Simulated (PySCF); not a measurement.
B3LYP has the VWN-RPA correlation part, as in Gaussian. Delta-SCF ions had no search for a lower state. Excitations are Tamm–Dancoff values on a coarser integration grid. The basis has no diffuse functions, so Rydberg states are missing or too high.

# C₂H₅Br₃Si, SMILES `CC[Si](Br)(Br)Br` (C–C–Si–Br torsion 60°) (charge 0, multiplicity 1)

All values below come from B3LYP-D3(BJ)/def2-TZVP // B3LYP-D3(BJ)/def2-SVP (PySCF 2.14.0).

```json
{
 "HOMO": "-8.10 eV",
 "dipole_moment": "2.07 D",
 "HOMO–LUMO gap": "6.86 eV",
 "LUMO": "-1.25 eV",
 "S1 excitation (TDA)": "5.83 eV",
 "S1 oscillator strength": "0.000",
 "T1 excitation (TDA)": "5.47 eV",
 "S1–T1 gap (TDA)": "0.36 eV",
 "vertical ionisation energy (Delta-SCF)": "10.09 eV",
 "total_energy": "-8091.5169 Ha",
 "cost": "about 8 core-minutes (a rough figure)"
}
```

```xyz
11

C     -1.4671     0.1521     0.2255
C     -0.2640    -0.6105    -0.3383
Si     1.3926     0.1949    -0.0125
Br     1.4508     2.2338    -0.9245
Br     3.0239    -1.0434    -0.8985
Br     1.7375     0.3855     2.1867
H     -1.3962     0.2575     1.3190
H     -1.5366     1.1628    -0.2050
H     -2.4057    -0.3767    -0.0021
H     -0.1977    -1.6285     0.0832
H     -0.3375    -0.7275    -1.4334
```
